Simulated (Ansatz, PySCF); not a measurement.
I$_{3}$Sb, charge -1, doublet, geometry from GFN2-xTB (a state made from the parent by changing its charge; the spin is typed, not shown lowest) (core potentials on I, Sb). Base run: REVPBE/def2-SVP (PySCF).

PySCF was given this input:
```python
from pyscf import gto, scf, dft

mol = gto.M(
    atom='''
Sb    0.08892251   -0.56492957    0.01724131
I    -2.85572956   -1.29351936    0.06781515
I    -0.34524624    2.19336829   -0.06694029
I     3.11540886   -0.35623746   -0.01746556
''',
    basis='def2-svp',
    ecp={'I': 'def2-svp', 'Sb': 'def2-svp'},
    charge=-1,
    spin=1,
    verbose=4,
)

mf = dft.UKS(mol)
mf.xc = 'revpbe'
mf.kernel()
```

The same geometry, method and basis name were run in Ansatz (an electronic-structure program) and PySCF, at each program's defaults and at the settings that a row names. The base is PySCF at its defaults. Differences at the defaults can come from grids, fitting, cores and function types together.

```
code and settings                                                               ΔE vs base (µEh)  basis functions       E (Eh)  SCF cycles
------------------------------------------------------------------------------  ----------------  ---------------  -----------  ----------
PySCF, defaults (exact integrals, its default grid, spherical functions)                     0.0              104  -1133.72710          13
Ansatz, defaults (factorised integrals, its default grid, spherical functions)              -8.3              104  -1133.72711           -
PySCF, density fitting with def2-universal-jkfit                                           -29.1              104  -1133.72713          13
PySCF, fine grid                                                                            -5.0              104  -1133.72711          13
Ansatz, high accuracy                                                                       -8.2              104  -1133.72711           -
```

Open shells are given as the SCF converged; they aren't shown to be the lowest states, and a large step between rows can be another state.
